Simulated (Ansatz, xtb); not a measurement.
**Isomers of C4H7NOSi2 in order of energy**

3 gas-phase structures of C4H7NOSi2, from a drawn sample of its isomers (lower ones may exist). Each was relaxed with GFN2-xTB; where two conformers were screened, the lower at r2SCAN-D4/def2-SVP is listed:

A. `N#CC1=C[SiH2]CO[SiH2]1`, a singlet
B. `N#CC#C[SiH2]CO[SiH3]`, a singlet
C. `CC#C[Si@H](C#N)O[SiH3]`, a singlet

Task: Which do you expect lowest at r2SCAN-D4/def2-SVP, and how would the others follow?

Result: Calculated order at r2SCAN-D4/def2-SVP: C (0.0), A (65.7), B (224.7) kJ/mol.

Energies above the lowest of each column, in kJ/mol; the last columns are at B3LYP-D3(BJ)/def2-SVP geometries:

```tsv
structure	GFN2-xTB	HF/STO-3G	r2SCAN-D4/def2-SVP	B3LYP-D3(BJ)/def2-SVP	CCSD(T)/def2-SVP + ΔMP2/def2-TZVPP
C	0.0	39.9	0.0	0.0	0.0
A	65.8	0.0	65.7	71.4	113.0
B	161.3	189.8	224.7	220.7	259.3
```

CCSD(T)/def2-SVP + ΔMP2/def2-TZVPP puts C lowest; HF/STO-3G picks A. Flexible structures stand in one conformer each, not always the lowest. C keeps a small imaginary mode. The ΔMP2 step shifts differences by up to 22.3 kJ/mol, which makes them less sure. ΔMP2 is the change of the MP2 energy from the smaller to the larger basis.

Programs: Ansatz 0.2.0, xtb 6.7.1.
